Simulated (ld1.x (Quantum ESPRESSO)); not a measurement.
# indium: variants of one TM potential

Base potential:

ld1.x (Quantum ESPRESSO) 7.5 input, shortened:

```
&input
   title='In', zed=49., rel=2, dft='PBE', iswitch=3,
   config='[Kr] 4d10 5s2 5p0', rel_dist='average'
 /
 &inputp
   pseudotype=2, tm=.true., lloc=2,
   nlcc=.false.
 /
3
5S  1  0   2.00   0.00  2.25  2.25  0.0
5P  2  1   0.00   0.00  2.55  2.55  0.0
4D  3  2  10.00   0.00  1.50  1.50  0.0
 &test
   configts(1)='4d10 5s2 5p0'
 /
```

Open shells are filled in proportion to 2j + 1 (rel_dist='average').

All-electron outer shells of the reference configuration (PBE, scalar-relativistic, ld1.x):

| shell | level (eV) | outermost node (bohr) | outermost maximum (bohr) |
| --- | --- | --- | --- |
| 4p | -85.60 | 0.42 | 0.82 |
| 4d | -26.07 | 0.40 | 0.94 |
| 5s | -14.92 | 1.02 | 2.11 |
| 5p | -8.43 | 1.14 | 2.64 |

Cutoffs, loose and tight: the cutoffs (Ry, on a coarse ladder) from which the occupation-weighted sum of valence levels, in a spherical-Bessel basis at the reference potential, stays within 10 and 1 mRy of its value at 400 Ry. They do not see the model core or the augmentation charge, which bear on the density cutoff. Test errors are all-electron minus pseudo excitation energies from the reference, over the configurations 4d10 5s2 5p1; 4d10 5s1 5p0; 4d10 5s0 5p0; 4d9 5s0 5p0; 4d9 5s2 5p2; 4d10 5s1 5p1; 4d9 5s2 5p1. A dash means not determined; rows that change the core or the reference have their own tests. The largest error is taken over the tests solved by every variant that gives reliable tests at all: 4d10 5s0 5p0; 4d10 5s1 5p0; 4d10 5s1 5p1; 4d10 5s2 5p1; 4d9 5s0 5p0.

A true bound ghost makes a file unfit for plane-wave use even where its test errors are small: the radial tests pick states by their node count and pass the ghost by. Where a test does run into it, the solver fails or the error is huge.

| change | outcome | cutoff, loose | cutoff, tight | bound ghosts | largest test error (meV) |
| --- | --- | --- | --- | --- | --- |
| base | generated, misses its reference levels by 0.52 eV | 80 Ry | 120 Ry | s, p3/2, p1/2 | +168 |
| all radii scaled by about 0.88 (s 1.98, p 2.24, d 1.32 bohr) | generated, misses its reference levels by 0.52 eV | 90 Ry | 140 Ry | s, p3/2, p1/2 | +182 |
| all radii scaled by about 1.28 (s 2.88, p 3.28, d 1.92 bohr) | generated, misses its reference levels by 0.52 eV | 60 Ry | 100 Ry | s, p3/2, p1/2 | -234 |
| all radii scaled by about 1.38 (s 3.12, p 3.52, d 2.08 bohr) | generated, misses its reference levels by 0.52 eV | 60 Ry | 100 Ry | s, d3/2 (extra level of the local part), p3/2, p1/2 | -503 |

Task: What comes out with this change to the base: all radii scaled by about 0.76 (s 1.72, p 1.94, d 1.14 bohr)?

Result: outcome: generated, misses its reference levels by 0.52 eV; cutoff, loose: 90 Ry; cutoff, tight: 140 Ry; bound ghosts: s, p3/2, p1/2; largest test error (meV): +135.

Task: What comes out with this change to the base: all radii scaled by about 1.15 (s 2.58, p 2.92, d 1.72 bohr)?

Result: outcome: generated, misses its reference levels by 0.52 eV; cutoff, loose: 70 Ry; cutoff, tight: 110 Ry; bound ghosts: s, p3/2, p1/2; largest test error (meV): +47.

Task: What comes out with this change to the base: all radii scaled by about 1.07 (s 2.40, p 2.72, d 1.60 bohr)?

Result: outcome: generated, misses its reference levels by 0.52 eV; cutoff, loose: 80 Ry; cutoff, tight: 120 Ry; bound ghosts: s, p3/2, p1/2; largest test error (meV): +117.

Reading the sweep of the scale of all radii (base = 1) (base included, trends over the rows without a ghost): Bound ghosts are found at 0.76, 0.88, 1, 1.07, 1.15, 1.28, 1.38. Every judged row has one, so this setting neither creates nor removes them.
